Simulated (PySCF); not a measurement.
Exercise with solution: chemical shift, span and skew from a shielding tensor

C2H8GeO, SMILES [CH3][GeH2][O]C. Atoms are numbered in the order given.

```xyz
12

Ge    -0.3857     0.3681     0.0000
C      0.7812     1.9311     0.0000
O      0.7399    -1.0473     0.0000
C      0.1889    -2.3455     0.0000
H     -1.2829     0.2867     1.2746
H     -1.2829     0.2867    -1.2746
H      0.1798     2.8611     0.0000
H      1.4248     1.9191     0.9004
H      1.4248     1.9191    -0.9004
H     -0.4405    -2.5528     0.9005
H      1.0214    -3.0815     0.0000
H     -0.4405    -2.5528    -0.9005
```
Charge 0, spin multiplicity 1.

Geometry: PBE-D3(BJ)/def2-SVP. This is a generated structure with no PubChem entry under its InChIKey; it may be hypothetical. The values are those of a single conformer.

GIAO shieldings from PBE/pcSseg-1 run with PySCF, non-relativistic, no solvent. The symmetric part of the tensor of C2 has the principal values 167.5, 185.5, 187.0 ppm. The same nucleus in TMS has σ = 182.0 ppm at this level (PySCF, at its B3LYP-D3(BJ)/def2-TZVP geometry).

Question: Work out the isotropic shielding, the ¹³C shift against TMS, the span and the skew.

Answer: 
σ(iso) = (σ11 + σ22 + σ33)/3 = 180.0 ppm. δ = σ(ref) − σ(iso) = 182.0 − (180.0) = 2.0 ppm.
Span Ω = σ33 − σ11 = 19.5 ppm. Skew κ = 3(σ(iso) − σ22)/Ω = -0.85. Tumbling in solution averages the tensor to δ; in a static solid the shielding alone would spread this spin-1/2 line over Ω.
